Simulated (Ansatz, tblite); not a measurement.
Cost and result up the ladder for GaO3 (4 atoms). Total charge 0; doublet. Geometry: r2SCAN-D4/def2-TZVP.

```xyz
4

Ga   -0.414    0.165   -0.198
O    -1.818    0.721   -0.869
O     1.424   -0.405   -0.080
O     0.808   -0.481    1.147
```

Ansatz on 4 threads of Arm Neoverse V2 on a shared host; xTB runs through tblite on one thread. Times are rough, summed over both states, and most runs start from the orbitals of an earlier one. PBE0-D4/def2-TZVP serves as the yardstick here, not as an exact answer. The other state is a triplet.

The xTB rows come from tblite. The structure holds one bond between oxygen atoms, so isomers without such links may lie far lower. HOMO above LUMO, or a gap near zero within one spin, warns that the state may not be the lowest or that an electron is smeared out. The structure comes from a short search, and lower isomers may exist.

Raw xTB energies of ions are shifted by several eV, and xTB has no spin-polarisation term.

| level | functions | wall time |
| --- | --- | --- |
| GFN1-xTB | 21 | 0.006 s |
| GFN2-xTB | 21 | 0.006 s |
| PBE0-D4/def2-TZVP | 141 | 7 s |
| PBE-D4/def2-TZVP | 141 | 9.9 s |
| r2SCAN-D4/def2-TZVP (with forces) | 141 | 12 s |

**Question.** Estimate what each level gives for the vertical IE (eV).

**Answer.** 
| level | vertical IE (eV) | difference from PBE0-D4/def2-TZVP (eV) | remarks |
| --- | --- | --- | --- |
| GFN1-xTB | 17.53 | 7.46 | – |
| GFN2-xTB | 17.43 | 7.35 | – |
| PBE0-D4/def2-TZVP | 10.08 | 0.00 | – |
| PBE-D4/def2-TZVP | 10.08 | 0.00 | gap within one spin near zero (doublet) |
| r2SCAN-D4/def2-TZVP (with forces) | 10.03 | -0.05 | – |
